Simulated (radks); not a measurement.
Values are calculated unless marked as measured or tabulated.
The ytterbium ion Yb2+ inside a hard spherical wall (all orbitals vanish at R), configuration held at [Xe] 4f14 and not refilled when levels cross. Code: a radial shooting solver on a logarithmic mesh with Libxc functionals. Model: scalar-relativistic Kohn-Sham, PBE, spin-polarised, spherical densities, finite nucleus; Fermi nuclear charge, rms radius 5.3108 fm. Eigenvalues in eV for spin up, with the zero of energy where the potential of the charges vanishes at infinity; a dash marks a level that is unbound or too diffuse for the functional's potential to be trusted. A positive occupied level is held by the wall or, in an anion where self-interaction has pushed it up, behind a barrier. The pressure on the wall is -dE/dV.

R (bohr),E (hartree),kinetic (hartree),e(4d),e(5s),e(5p),e(4f),"e(6s, empty)","e(5d, empty)",pressure (GPa)
free,-14057.4516,15315.358,-192.53,-69.703,-42.154,-17.636,-15.251,-13.380,0
15,-14057.4516,15315.358,-192.53,-69.703,-42.154,-17.636,-15.251,-13.380,< 0.0001
12,-14057.4516,15315.358,-192.53,-69.703,-42.154,-17.636,-15.251,-13.380,< 0.0001
10,-14057.4516,15315.358,-192.53,-69.703,-42.154,-17.636,-15.250,-13.379,< 0.0001
8,-14057.4515,15315.358,-192.53,-69.702,-42.153,-17.635,-15.228,-13.371,0.000489
7,-14057.4515,15315.358,-192.52,-69.699,-42.150,-17.630,-15.144,-13.342,0.00465
4,-14057.4208,15315.618,-191.56,-68.994,-41.481,-16.717,-8.484,-10.968,11.0
2,-14051.2014,15346.194,-156.38,-38.523,-4.799,17.411,133.39,45.614,10700
1.5,-14027.9325,15435.587,-99.474,37.129,85.841,76.877,394.81,160.29,102000
